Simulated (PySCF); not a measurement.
A structure optimised at B3LYP-D3(BJ)/def2-SVP, used in a PySCF frequency run:

```xyz
5

Nb     0.2508    -0.0832     0.0000
S     -1.3181    -1.5369     0.0000
F      1.2657    -0.3337    -1.5359
F      1.2657    -0.3337     1.5359
Cl    -0.7043     2.0005     0.0000
```

Write its SMILES, formula and point group.

[F][Nb]([F])(=[S])[Cl], ClF2NbS, Cs

What are its rotational constants (standard atomic weights)?

2.2027, 1.6187, 1.3946 GHz
